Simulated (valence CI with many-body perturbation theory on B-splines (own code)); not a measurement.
## Energy levels of Os LXIV

Computed by relativistic CI+MBPT: three valence electrons over a frozen Dirac-Fock core [Ne], a basis of 9 s, 9 p, 8 d, 6 f, 3 g, 1 h functions for each j, with the one-electron correlation potential Σ1, the two-electron term Σ2, the three-electron term Σ3, Breit, model QED; selected CI, second order for the rest, scaled by the run's own slope (own B-spline code, finite nucleus).

No measured spectrum was set against this ion. As an estimate, large intervals hold to a few tenths of a per cent, small ones and those within an open d or f shell to about a per cent.

Levels 1 to 34 of 34, with energies above the lowest level, (3s^2 3p1/2) J=1/2. "Leading %" is the weight of the configuration and term that name the level; weights of strongly mixed levels are sums over their largest components and can fall short, so below about 35 % the name and the second component can differ from the true leading terms, or belong to a minority configuration. In the jj column 3d3/2^4 stands for four electrons in 3d with j = 3/2. Lifetimes count E1, E2, E3, M1 and M2 decay at the calculated energies, and are blank where another channel may lead or the interval is too uncertain; long ones can be off by a factor of two.

| No. | Configuration | Term | J | E (eV) | Leading % | Leading jj | Second component | Lifetime |
| --- | --- | --- | --- | --- | --- | --- | --- | --- |
| 1 | 3s2 3p | 2P° | 1/2 | 0.0 | 100 | 3s^2 3p1/2 (100 %) |  |  |
| 2 | 3s 3p2 | 4P | 1/2 | 175.0 | 52 | 3s 3p1/2^2 (99 %) | 31 % 3s 3p2 2S | 24.3 ps |
| 3 | 3s2 3p | 2P° | 3/2 | 413.0 | 99 | 3s^2 3p3/2 (99 %) |  | 1.33 ns |
| 4 | 3s 3p2 | 4P | 3/2 | 556.4 | 88 | 3s 3p1/2 3p3/2 (99 %) | 9 % 3s 3p2 2D | 56.0 ps |
| 5 | 3s 3p2 | 2D | 5/2 | 575.3 | 62 | 3s 3p1/2 3p3/2 (98 %) | 37 % 3s 3p2 4P | 65.8 ps |
| 6 | 3s 3p2 | 2D | 3/2 | 596.7 | 48 | 3s 3p1/2 3p3/2 (80 %) | 29 % 3s 3p2 2P | 1.04 ps |
| 7 | 3s 3p2 | 2P | 1/2 | 607.3 | 69 | 3s 3p1/2 3p3/2 (99 %) | 30 % 3s 3p2 4P | 286 fs |
| 8 | 3s2 3d | 2D | 3/2 | 655.3 | 79 | 3s^2 3d3/2 (79 %) | 12 % 3s 3p2 2D | 218 fs |
| 9 | 3s2 3d | 2D | 5/2 | 738.8 | 97 | 3s^2 3d5/2 (97 %) |  | 3.09 ps |
| 10 | 3s 3p 3d | 4F° | 3/2 | 767.5 | 26 | 3p1/2^2 3p3/2 (51 %) | 24 % 3p3 2P° | 2.62 ps |
| 11 | 3s 3p 3d | 4F° | 3/2 | 781.0 | 52 | 3s 3p1/2 3d3/2 (64 %) | 16 % 3p3 2P° | 2.01 ps |
| 12 | 3s 3p 3d | 4F° | 5/2 | 793.1 | 42 | 3s 3p1/2 3d3/2 (98 %) | 32 % 3s 3p 3d 2F° | 33.9 ps |
| 13 | 3s 3p 3d | 4D° | 1/2 | 820.7 | 57 | 3s 3p1/2 3d3/2 (99 %) | 37 % 3s 3p 3d 2P° | 346 fs |
| 14 | 3s 3p 3d | 4D° | 3/2 | 828.1 | 31 | 3s 3p1/2 3d3/2 (85 %) | 21 % 3s 3p 3d 2P° | 235 fs |
| 15 | 3s 3p 3d | 4P° | 5/2 | 886.1 | 38 | 3s 3p1/2 3d5/2 (100 %) | 31 % 3s 3p 3d 4D° | 3.18 ps |
| 16 | 3s 3p 3d | 4F° | 7/2 | 901.1 | 42 | 3s 3p1/2 3d5/2 (99 %) | 35 % 3s 3p 3d 2F° | 4.14 ps |
| 17 | 3s 3p 3d | 2F° | 5/2 | 911.6 | 51 | 3s 3p1/2 3d5/2 (98 %) | 21 % 3s 3p 3d 2D° | 3.48 ps |
| 18 | 3s 3p 3d | 2P° | 3/2 | 916.4 | 37 | 3s 3p1/2 3d5/2 (92 %) | 34 % 3s 3p 3d 2D° | 1.37 ps |
| 19 | 3s 3p2 | 4P | 5/2 | 981.6 | 61 | 3s 3p3/2^2 (99 %) | 38 % 3s 3p2 2D | 1.16 ps |
| 20 | 3p2 3d | 2D | 3/2 | 988.4 | 41 | 3p1/2^2 3d3/2 (99 %) | 34 % 3p2 3d 4F | 5.81 ps |
| 21 | 3s 3p2 | 2S | 1/2 | 1020.3 | 68 | 3s 3p3/2^2 (99 %) | 18 % 3s 3p2 4P | 398 fs |
| 22 | 3s 3p2 | 2P | 3/2 | 1027.6 | 60 | 3s 3p3/2^2 (98 %) | 30 % 3s 3p2 2D | 196 fs |
| 23 | 3p2 3d | 2D | 5/2 | 1097.0 | 34 | 3p1/2^2 3d5/2 (98 %) | 20 % 3p2 3d 4D | 2.78 ps |
| 24 | 3p3 | 2D° | 5/2 | 1173.7 | 67 | 3p1/2 3p3/2^2 (67 %) | 14 % 3s 3p 3d 2D° | 616 fs |
| 25 | 3p3 | 4S° | 3/2 | 1179.0 | 49 | 3p1/2 3p3/2^2 (92 %) | 42 % 3p3 2D° | 253 fs |
| 26 | 3p3 | 2P° | 1/2 | 1196.6 | 79 | 3p1/2 3p3/2^2 (79 %) | 14 % 3s 3p 3d 2P° | 328 fs |
| 27 | 3s 3p 3d | 4D° | 3/2 | 1206.5 | 43 | 3s 3p3/2 3d3/2 (97 %) | 34 % 3s 3p 3d 4P° | 356 fs |
| 28 | 3s 3p 3d | 4P° | 1/2 | 1208.4 | 77 | 3s 3p3/2 3d3/2 (94 %) | 16 % 3s 3p 3d 4D° | 468 fs |
| 29 | 3s 3p 3d | 4D° | 5/2 | 1211.3 | 38 | 3s 3p3/2 3d3/2 (77 %) | 22 % 3s 3p 3d 4F° | 265 fs |
| 30 | 3s 3p 3d | 4F° | 7/2 | 1213.8 | 42 | 3s 3p3/2 3d3/2 (95 %) | 38 % 3s 3p 3d 2F° | 491 fs |
| 31 | 3s 3p 3d | 2D° | 3/2 | 1243.0 | 60 | 3s 3p3/2 3d3/2 (90 %) | 20 % 3s 3p 3d 4P° | 185 fs |
| 32 | 3s 3p 3d | 2F° | 5/2 | 1255.9 | 65 | 3s 3p3/2 3d3/2 (90 %) | 8 % 3p3 2D° | 160 fs |
| 33 | 3s 3p 3d | 2P° | 1/2 | 1261.9 | 63 | 3s 3p3/2 3d3/2 (85 %) | 20 % 3s 3p 3d 4D° | 144 fs |
| 34 | 3s 3p 3d | 4F° | 9/2 | 1278.1 | 100 | 3s 3p3/2 3d5/2 (100 %) |  | 3.16 ns |

The ionisation energy to 3s2 1S_0 of the next ion comes out as 7185.6 eV (NIST: 7185 ± 19 eV (theoretical)). All 34 levels together are meant to be complete up to 1292.7 eV.
